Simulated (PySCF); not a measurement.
C₄H₁₁B.
SMILES: `CBCCC`

Jobs on this species (16 atoms, 40 electrons) with PySCF (density fitting). Hardware of each: an Arm Neoverse V1 with one thread, on a shared host. Times come from a shared host and carry two figures at best. Peak memory is the resident size of the whole Python process, interpreter and libraries included.

```csv
level and settings,work,basis functions,SCF cycles,wall time,peak memory
"delta-SCF UKS HF, pcX-2 on the ionised atom, pcseg-1 elsewhere, spin-free X2C","ΔSCF core ionisation, 5 holes",156,?,?,?
"delta-SCF UKS SCAN, def2-TZVP on the ionised atom, pcseg-1 elsewhere, spin-free X2C","ΔSCF core ionisation, 5 holes",142,?,?,?
"delta-SCF UKS SCAN, pcX-1 on the ionised atom, pcseg-1 elsewhere, spin-free X2C","ΔSCF core ionisation, 5 holes",135,77,36 s,0.47 GiB
"delta-SCF UKS SCAN, pcX-2 on the ionised atom, pcseg-1 elsewhere, spin-free X2C","ΔSCF core ionisation, 5 holes",156,78,43 s,0.58 GiB
"delta-SCF UKS SCAN, pcX-2 on the ionised atom, pcseg-1 elsewhere, non-relativistic","ΔSCF core ionisation, 5 holes",156,78,40 s,0.55 GiB
"PBE0-D3(BJ)/def2-SVP, grid level 1",geometry optimisation from a GFN2-xTB start shaken at random,125,52,50 s,0.49 GiB
"delta-SCF UKS PBE, pcX-2 on the ionised atom, pcseg-1 elsewhere, spin-free X2C","ΔSCF core ionisation, 5 holes",156,73,26 s,0.56 GiB
"delta-SCF UKS B3LYP, pcX-2 on the ionised atom, pcseg-1 elsewhere, spin-free X2C","ΔSCF core ionisation, 5 holes",156,70,42 s,0.63 GiB
"delta-SCF UKS PBE0, pcX-2 on the ionised atom, pcseg-1 elsewhere, spin-free X2C","ΔSCF core ionisation, 5 holes",156,71,41 s,0.63 GiB
```

**Question.** Fill in the missing figures.

**Answer.** 
- delta-SCF UKS HF, pcX-2 on the ionised atom, pcseg-1 elsewhere, spin-free X2C; ΔSCF core ionisation, 5 holes: 22 s, 0.61 GiB, 66 SCF cycles
- delta-SCF UKS SCAN, def2-TZVP on the ionised atom, pcseg-1 elsewhere, spin-free X2C; ΔSCF core ionisation, 5 holes: 39 s, 0.53 GiB, 77 SCF cycles

**Question.** What do all jobs in the table cost together?

**Answer.** About 5.7 min; the longest takes about 15 % of that, and about 2.3 times as long as the shortest.
